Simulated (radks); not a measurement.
Problem. These are the eigenvalues of the occupied orbitals of an atom or ion with whole-number occupations (Ry). Method: scalar-relativistic Kohn-Sham, r2SCAN, spin-polarised, spherical densities, finite nucleus; meta-GGA in the generalised Kohn-Sham scheme; Fermi nuclear charge, rms radius of each element as measured or else 0.836 A^(1/3) + 0.57 fm; computed with a radial shooting solver on a logarithmic mesh with Libxc functionals.

| orbital | eigenvalue |
|---|---|
| 1s up | -3435.537 |
| 1s down | -3435.537 |
| 2s up | -562.7771 |
| 2s down | -562.7768 |
| 2p up | -501.7585 |
| 2p down | -501.7576 |
| 3s up | -123.8070 |
| 3s down | -123.6363 |
| 3p up | -104.6282 |
| 3p down | -104.4570 |
| 3d up | -78.65202 |
| 3d down | -78.51735 |
| 4s up | -24.92176 |
| 4s down | -24.47836 |
| 4p up | -18.59019 |
| 4p down | -18.14114 |
| 4d up | -9.67394 |
| 4d down | -9.21618 |
| 5s up | -3.24867 |
| 5s down | -2.99368 |
| 5p up | -1.72882 |
| 5p down | -1.53147 |
| 6s up | -0.27133 |
| 4f up | -0.18176 |
| 5d up | -0.09787 |

Which element is it, and in what charge state? The configuration may be excited. Open shells, if any, are filled with parallel spins first.

Solution. Z = 62, samarium, charge 0: Sm in [Xe] 4f6 5d1 6s1. The list shows which subshells hold electrons but not how many an open one holds; the 1s level, -1717.8 hartree, gives Z - s = 58.6 by -(Z - s)^2/2, which with screening and relativity narrows Z to a few neighbours, and the depths of the outer levels then fix element, charge and occupations together.
